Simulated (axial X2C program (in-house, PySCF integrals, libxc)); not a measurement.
**Worked dissociation energy of ScS⁻: B97-3, with spin–orbit coupling**

Computed with an in-house all-electron X2C program for linear molecules (integrals from PySCF). Two-component (2c) means X2C with spin–orbit coupling and atomic mean-field two-electron Coulomb and Gaunt terms. Basis: Sc dyall-acv3z [11s12p8d5f2g], S dyall-av3z [9s8p3d2f] (cores contracted in-house); Gaussian nuclei, density fitting, unrestricted open shells. Masses: Sc 44.956 u, S 31.972 u.

Molecular state: Ω = 0 (closed shell).

```
E(Sc) (2M_J = 1) : -763.950760 hartree
E(S-) (2M_J = 3) : -399.186372 hartree
E(ScS⁻) at Re    : -1163.292018 hartree
ωe               : 526.6 cm⁻¹
ωexe             : 1.46 cm⁻¹
```

Task: Work out De and D0.

Result: De = -763.950760 + (-399.186372) − (-1163.292018) = 0.15489 hartree = 4.215 eV. The zero-point energy is ωe/2 − ωexe/4 = 263 cm⁻¹ = 0.033 eV, so D0 = 4.182 eV.

Occupations by symmetry block were frozen at the best pattern of an incomplete PBE0 search. Closed shells are restricted here (equal orbitals for both partners); the stretched side of such a curve lies too high. De is counted from the lowest determinant-based energies of the atoms at the same level, without counterpoise correction. The 2c atoms are single determinants rather than J levels; their spin–orbit lowering is only partly caught, and De is too large by that part. This holds for B97-3. The functionals have no current-density term, which raises determinants with orbital currents, atoms included. The highest occupied level of some functionals is positive through self-interaction error; at Hartree–Fock it is bound.

Each atomic determinant is the lowest at this level and need not be a pure J level. Totals compare only within one Hamiltonian and basis.
